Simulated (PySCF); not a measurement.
BiCl2 (SMILES [Cl][Bi+][Cl]), charge +1, singlet, geometry from GFN2-xTB (such geometries of metal compounds can be far from the true shape) (core potentials on Bi); DF-CAMB3LYP/def2-QZVP in PySCF.

Input for PySCF:
```python
from pyscf import gto, scf, dft

mol = gto.M(
    atom='''
Bi    0.31097613   -0.02872197    0.36220955
Cl    0.55868221    0.40037284   -1.98945602
Cl   -2.07697743   -0.26014204    0.22102113
''',
    basis='def2-qzvp',
    ecp={'Bi': 'def2-qzvp'},
    charge=1,
    verbose=4,
)

mf = dft.RKS(mol)
mf.xc = 'camb3lyp'
mf = mf.density_fit(auxbasis='def2-universal-jkfit')
mf.kernel()
```

Question: What does PySCF print? Leave out banner, timings and long lists.

Answer: 
```
PySCF version 2.14.0

[INPUT] verbose = 4
[INPUT] num. atoms = 3
[INPUT] num. electrons = 56
[INPUT] charge = 1
[INPUT] spin (= nelec alpha-beta = 2S) = 0
[INPUT] symmetry False subgroup None
[INPUT] Mole.unit = angstrom
[INPUT] Symbol           X                Y                Z      unit          X                Y                Z       unit  Magmom
[INPUT]  1 Bi     0.310976130000  -0.028721970000   0.362209550000 AA    0.587659716977  -0.054276657058   0.684476849202 Bohr   0.0
[INPUT]  2 Cl     0.558682210000   0.400372840000  -1.989456020000 AA    1.055756367567   0.756595015314  -3.759527014667 Bohr   0.0
[INPUT]  3 Cl    -2.076977430000  -0.260142040000   0.221021130000 AA   -3.924918509603  -0.491597209086   0.417669403442 Bohr   0.0

nuclear repulsion = 215.848135236102
number of shells = 66
number of NR pGTOs = 356
number of NR cGTOs = 222
basis = def2-qzvp
ecp = {'Bi': 'def2-qzvp'}

******** <class 'pyscf.df.df_jk.DFRKS'> ********
method = DFRKS
initial guess = minao
damping factor = 0
level_shift factor = 0
DIIS = <class 'pyscf.scf.diis.CDIIS'>
diis_start_cycle = 1
diis_space = 8
diis_damp = 0
SCF conv_tol = 1e-09
SCF conv_tol_grad = None
SCF max_cycles = 50
direct_scf = False
XC library pyscf.dft.libxc version 7.1.2
    S. Lehtola, C. Steigemann, M. J. T. Oliveira, and M. A. L. Marques,  SoftwareX 7, 1–5 (2018)
XC functionals = camb3lyp
    T. Yanai, D. P. Tew, and N. C. Handy,  Chem. Phys. Lett. 393, 51 (2004)
radial grids:
    Treutler-Ahlrichs [JCP 102, 346 (1995); DOI:10.1063/1.469408] (M4) radial grids

becke partition: Becke, JCP 88, 2547 (1988); DOI:10.1063/1.454033
pruning grids: <function nwchem_prune>
grids dens level: 3
symmetrized grids: False
atomic radii adjust function: <function treutler_atomic_radii_adjust>
small_rho_cutoff = 0
Set gradient conv threshold to 3.16228e-05
Initial guess from minao.
tot grids = 61208
******** <class 'pyscf.df.df.DF'> ********
auxbasis = def2-universal-jkfit
Create RSH-DF object <pyscf.df.df.DF object> for omega=0.33
******** <class 'pyscf.df.df.DF'> ********
auxbasis = auxmol.basis = def2-universal-jkfit
init E= -1099.03282846421
  HOMO = -0.691944432441597  LUMO = -0.654237557549426  gap/eV = 1.02606
cycle= 1 E= -1133.42699278662  delta_E= -34.4  |g|= 2.92  |ddm|= 15.1
  HOMO = -0.381692123459018  LUMO = -0.152678306552609  gap/eV = 6.23178
cycle= 2 E= -1133.25198083547  delta_E= 0.175  |g|= 3.05  |ddm|= 4.26
  HOMO = -0.555167379351119  LUMO = -0.334915607716657  gap/eV = 5.99336
cycle= 3 E= -1134.85969063232  delta_E= -1.61  |g|= 0.219  |ddm|= 2.06
  HOMO = -0.58813257315165  LUMO = -0.345354791520828  gap/eV = 6.60632
cycle= 4 E= -1134.86448341861  delta_E= -0.00479  |g|= 0.123  |ddm|= 0.222
  HOMO = -0.574645479620991  LUMO = -0.344615819739134  gap/eV = 6.25943
cycle= 5 E= -1134.86663891023  delta_E= -0.00216  |g|= 0.0283  |ddm|=  0.1
  HOMO = -0.578302400500206  LUMO = -0.342217020689365  gap/eV = 6.42421
cycle= 6 E= -1134.86688273798  delta_E= -0.000244  |g|= 0.00834  |ddm|= 0.0275
  HOMO = -0.577220724493382  LUMO = -0.341692309273261  gap/eV = 6.40905
cycle= 7 E= -1134.86690967657  delta_E= -2.69e-05  |g|= 0.0036  |ddm|= 0.0111
  HOMO = -0.576974800169868  LUMO = -0.342003078112196  gap/eV = 6.39391
cycle= 8 E= -1134.86691563516  delta_E= -5.96e-06  |g|= 0.00088  |ddm|= 0.00456
  HOMO = -0.577036540891337  LUMO = -0.342072542530427  gap/eV = 6.39370
cycle= 9 E= -1134.86691655124  delta_E= -9.16e-07  |g|= 0.000341  |ddm|= 0.00239
  HOMO = -0.576996685505002  LUMO = -0.342055734616553  gap/eV = 6.39307
cycle= 10 E= -1134.86691661329  delta_E= -6.21e-08  |g|= 7.8e-05  |ddm|= 0.00059
  HOMO = -0.576994710861533  LUMO = -0.342048371047955  gap/eV = 6.39322
cycle= 11 E= -1134.86691661688  delta_E= -3.59e-09  |g|= 1.76e-05  |ddm|= 0.000158
  HOMO = -0.576996606888289  LUMO = -0.342048486869658  gap/eV = 6.39326
cycle= 12 E= -1134.86691661701  delta_E= -1.23e-10  |g|= 4.03e-06  |ddm|= 2.78e-05
  HOMO = -0.576995918347302  LUMO = -0.342049240326474  gap/eV = 6.39322
Extra cycle  E= -1134.86691661701  delta_E= -3.87e-12  |g|= 3.76e-06  |ddm|= 7.32e-06
converged SCF energy = -1134.86691661701
```
